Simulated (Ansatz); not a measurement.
`S[Si]Cl` + HBr → `S[Si]Br` + HCl at 500 K and 1 bar (ligand exchange at the Si–Cl bond).

Computed with Ansatz on PBE0-D4/def2-TZVP structures; ΔE is electronic, products minus reactants. CCSD(T)/CBS is the MP2 limit (def2-TZVPP, def2-QZVPP) plus CCSD(T) − MP2 in def2-TZVPP, frozen cores. This one scheme is used for every species. For Br outer-core shells are correlated without core-valence functions, which leaves a few kJ/mol of doubt a bond. Scalar relativity is left out up to krypton. One conformer a species, not always the lowest.

```
  species  CCSD(T)/CBS energy (Eh)  H − E (kJ/mol)  S (J/(mol·K))
`S[Si]Cl`              -1147.27659            57.0          327.1
      HBr              -2573.91920            30.5          213.7
`S[Si]Br`              -3260.81547            56.7          339.1
      HCl               -460.38127            32.5          201.9
```

H − E and S are ideal-gas, rigid-rotor, harmonic terms from PBE0-D4/def2-TZVP, for one conformer and one mirror image of each species. 1 Eh = 2625.50 kJ/mol, R = 8.31446 J/(mol·K).

Q: By hand: ΔE, ΔH, ΔS and ΔG.

A: ΔE = (-3260.81547) + (-460.38127) − (-1147.27659) − (-2573.91920) = -0.00095 Eh = -2.5 kJ/mol. Δ(H − E) = 56.7 + 32.5 − 57.0 − 30.5 = 1.7, so ΔH = -0.8 kJ/mol. ΔS = 339.1 + 201.9 − 327.1 − 213.7 = 0.2 J/(mol·K). ΔG = -0.8 − 500 × (0.2)/1000 = -0.9 kJ/mol.

Q: By hand: the equilibrium constant, and the temperature at which ΔG would vanish if ΔH and ΔS stayed fixed.

A: log₁₀ K = −ΔG/(RT ln 10) = 0.1. ΔH and −TΔS have one sign here, so there is no such temperature. One of them is within its doubt of zero, so this could turn.

The number of gas molecules stays the same, so ΔS is small and ΔH decides. The sign of ΔG lies within the doubt. A doubt of 5 kJ/mol in ΔE shifts log₁₀ K by 0.5 here. Other conformers and mirror images would add mixing entropy, several J/(mol·K) or more a flexible species. These are equilibria of isolated gas molecules and say nothing of rates. Largest T1 diagnostic: 0.014 (customary marks: 0.02 for closed shells, 0.045 for open ones).
